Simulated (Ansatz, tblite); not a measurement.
Removing and adding an electron: Cd2SeF2 (the lowest singlet isomer of a short search). Charge 0, multiplicity 1. Geometry: PBE-D4/def2-SVP. Ansatz, gas phase; energy differences of separate SCF runs; the oxidised species was run as a doublet alone; the reduced species was run as a doublet alone.

```csv
atom,x (Å),y (Å),z (Å)
Cd1,-0.356,0.887,1.453
Cd2,0.126,-0.613,-1.623
Se3,-1.126,1.334,-0.827
F4,1.115,-2.159,-2.281
F5,0.242,0.552,3.278
```

In the def2 sets Cd takes a core potential; there is no spin–orbit coupling. The xTB rows come from tblite. The structure comes from a short search, and lower isomers may exist.

| level | −HOMO (eV) | vertical IE (eV) | −LUMO (eV) | vertical EA (eV) | HOMO–LUMO gap (eV) | IE − EA (eV) | remarks |
| --- | --- | --- | --- | --- | --- | --- | --- |
| GFN1-xTB | 11.19 | 13.84 | 7.72 | 5.35 | 3.47 | 8.49 | – |
| GFN2-xTB | 11.68 | 14.51 | 8.44 | 5.80 | 3.23 | 8.71 | – |
| PBE-D4/def2-TZVP | 6.55 | 9.42 | 3.35 | – | 3.19 | – | – |
| PBE-D4/def2-TZVPD | 6.59 | – | 3.41 | 1.24 | 3.18 | – | HOMO above zero (-1 doublet) |
| r2SCAN-D4/def2-TZVP | 6.80 | 9.54 | 3.16 | – | 3.64 | – | – |
| r2SCAN-D4/def2-TZVPD | 6.82 | – | 3.19 | 1.14 | 3.63 | – | HOMO above zero (-1 doublet) |
| PBE0-D4/def2-TZVP | 7.65 | 9.59 | 2.54 | – | 5.11 | – | – |
| PBE0-D4/def2-TZVPD | 7.68 | – | 2.59 | 1.10 | 5.08 | – | HOMO above zero (-1 doublet) |

   A HOMO above zero means that the electron is unbound at that level or that self-interaction error raises the level; the energy of removing that electron tells which. Raw xTB energy differences between charge states are shifted by several eV; the methods need an empirical correction for them.
